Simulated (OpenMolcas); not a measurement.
## Ir7+: effect of the IPEA shift

```json
{
 "Program": "OpenMolcas",
 "Basis": "ANO-RCC-VTZP [8s7p5d3f1g]",
 "Scalar Hamiltonian": "DKH2, point nucleus",
 "Active space": "2 electrons in 10 orbitals (5d 6d)",
 "State averaging": "2S+1 = 3 even, 10 roots; 2S+1 = 1 even, 15 roots",
 "Spin-orbit coupling": "state interaction with AMFI integrals over the reference wave functions, term energies averaged over their components"
}
```

Methods on the same reference wave functions:
A. CASSCF
B. SS-CASPT2, IPEA 0 Eh, imaginary shift 0.1 Eh (closed shells correlated: 5s 5p)
C. SS-CASPT2, IPEA 0.25 Eh, imaginary shift 0.1 Eh (closed shells correlated: 5s 5p)

Energies in cm⁻¹ above 5d² ³F₂, the measured ground level; measured values from van het Hof, Joshi, Wyart and Sugar, J. Res. Natl. Inst. Stand. Technol. 100, 687 (1995).

| Level | A | B | C | Measured |
| --- | --- | --- | --- | --- |
| 5d² ³F₂ | 0.0 | 0.0 | 0.0 | 0.0 |
| 5d² ³F₃ | 12789 | 13120 | 13130 | 12672 |
| 5d² ³P₀ | 19820 | 17920 | 18050 | 17254 |
| 5d² ³F₄ | 22437 | 22400 | 22390 | 21615 |
| 5d² ³P₁ | 27684 | 26100 | 26270 | 25221 |
| 5d² ¹G₄ | 38870 | 37630 | 37560 | 36253 |
| 5d² ³P₂ [55 %] | 41725 | 39920 | 39990 |  |
| 5d² ¹S₀ | 71070 | 66560 | 66450 | 65022 |

Deviations, from unrounded energies. A percentage is the sum of absolute deviations over the sum of measured energies, with the sign that they share, or ± where signs differ.

```tsv
Against measurement	Levels	A	B	C
mean absolute deviation (cm-1)	6	2400	950	970
fine structure of the ground term (%)	2	+2.7	+3.6	+3.6
other terms of the ground configuration (%)	4	+9.5	+3.1	+3.2
```

B, C lie about equally close to measurement and A furthest from it. The largest miss of B in the table is 5d² ¹S₀, by +1500 cm-1. The ranking rests on the paired levels alone, and a cruder setting can come out closer through cancelling errors.

Between B and C the level of the table that moves most is 5d² ³P₁, by 170 cm-1 (lowest in B, highest in C). Moves below CASPT2's spread within the term are not significant.

The mean deviations of B to C differ by less than CASPT2's widest spread within a term (690 cm-1), so their order carries little weight.

From A to B the spin-free energies of the other terms of 5d² shown, above ³F, scale by factors of 0.87 to 0.90, as is usual when dynamic correlation screens the repulsion within a d or f shell.

The lowest spin-free term lies below A's lowest term by 0.212 hartree in B, 0.209 hartree in C.

CASPT2 does not keep the components of a term degenerate, so their means are used; among the terms shown or strongly mixed into the levels shown the widest spread is 690 cm-1 (5d² ³F, B). Active for correlation alone: 6d; no level in the range computed is led by a configuration that fills it, so any true level of that kind is missing. Without dynamic correlation excited terms often stand tens of per cent too high (terms of higher spin than the ground term too low), and those without a measured partner can miss by more than the paired ones (holds for A). Measured partners are found by configuration, term and J. A level has none where our copy of the source lacks it or the pairing is in doubt (some pairs that miss far off the trend of their configuration count as doubtful), and it then counts in no deviation. Only configurations of the active space appear. Levels that lie high or do not pair safely by name in every column are left out.

A share in square brackets marks a mixed level and gives the weight of the term that names it, the lowest over the columns.
